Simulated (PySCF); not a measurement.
Calculated properties of `[CH3][GaH2]`

Species: CH5Ga.
Numbering: `[CH3:1][GaH2:2]` (hydrogens: H3, H4, H5 on C1; H6, H7 on Ga2)

Geometry (PBE0-D3(BJ)/def2-SVP, Å), atoms numbered from 1 in this order:
```xyz
7
CH5Ga angstrom
C     -0.735   -0.140   -0.507
Ga     0.885    0.144    0.570
H     -0.745    0.515   -1.393
H     -1.618    0.131    0.097
H     -0.855   -1.184   -0.830
H      1.418    1.607    0.818
H      1.654   -1.068    1.218
```

From PBE0-D3(BJ)/def2-SVP geometry optimisation, gas phase (PySCF):

| Property | Result |
| --- | --- |
| Rotational constants A, B, C | 73.118, 8.984, 8.420 GHz |

wB97X-D/def2-SVPD ground state, ΔSCF and vertical TDDFT (core frozen in the response) (PySCF):

| Property | Result |
| --- | --- |
| Dipole moment | 0.68 D |
| HOMO energy | -9.93 eV |
| LUMO energy | 0.28 eV |
| HOMO–LUMO gap | 10.21 eV |
| Lowest singlet excitation | 5.23 eV (237 nm, f = 0.003) |
| Lowest triplet excitation (Tamm–Dancoff) | 4.94 eV |
| Static isotropic polarisability | 44.5 au |
| Vertical ionisation energy | 10.41 eV |
| Electronic spatial extent ⟨r²⟩ about the centre of nuclear charge | 204 bohr² |

From HF/pcSseg-2 ground state and GIAO shieldings, non-relativistic (PySCF):

| Property | Result |
| --- | --- |
| 13C chemical shifts (computed TMS as zero) by class | -4.2 (C1) ppm |
| 1H chemical shifts (computed TMS as zero) by class | 5.48 (H6/H7), 0.12 (H3/H4/H5) ppm |
| Isotropic shieldings of nuclei other than C and H, by class | 1360 (Ga2) ppm |

B3LYP/pcJ-1 Ga:pcSseg-1 indirect spin-spin coupling, non-relativistic, gas phase (PySCF):

| Property | Result |
| --- | --- |
| Largest of the computed one-bond spin–spin couplings (means over like bonds) | 13C–1H +133.6 (C1–H3 and 2 like it) Hz |

**delta-SCF UKS SCAN, pcX-2 on the ionised atom, pcseg-1 elsewhere, spin-free X2C (PySCF)**

| Quantity | Value |
| --- | --- |
| Core binding energies | C1s 290.1 (C1) eV |

Monoisotopic mass from the formula: 85.9647 u.

The vertical singlet–triplet gap S1 − T1 is 0.29 eV (TDDFT singlet less Tamm–Dancoff triplet; S1: HOMO→LUMO, weight 0.99; T1: HOMO→LUMO, weight 0.97). In wavenumbers S1 is 42200 cm⁻¹ (1 eV = 8065.54 cm⁻¹). The largest Löwdin shares of the HOMO are 0.40 on C1, 0.28 on Ga2, 0.09 on H7 and 0.09 on H6. The polarisability is 6.60 Å³ as a volume (1 au = 0.148185 Å³), or 1.06 au for each of the 42 electrons. No computed singlet falls in the visible range (750 to 380 nm, 1.65 to 3.26 eV); S1 lies 1.97 eV above its blue end. In atomic units the dipole is 0.27 e·bohr (1 au = 2.5417 D). With B = h/(8π²I), that is 505.379 GHz u Å² over I, the principal moments of inertia are 6.9, 56.3 and 60.0 u Å² (most abundant isotopes); the inertial defect Ic − Ia − Ib is -3.2 u Å² (zero for a rigid planar frame, negative otherwise). The rotational constants make it an asymmetric top with κ = (2B − A − C)/(A − C) = -0.98, nearer the prolate limit (−1).

Geometry: PBE0-D3(BJ)/def2-SVP; no solvent or vibrations. Relativistic effects, spin–orbit coupling among them, are left out (core-ionisation runs apart) although an element past zinc is present. Atoms bound to Ga lack the heavy atom's spin–orbit term in their shielding, so their NMR values are less reliable. NMR classes are plain means over equivalent atoms (diastereotopic ones count apart unless rotation or inversion swaps them), as if these changed places fast; in this geometry the members of some classes differ.
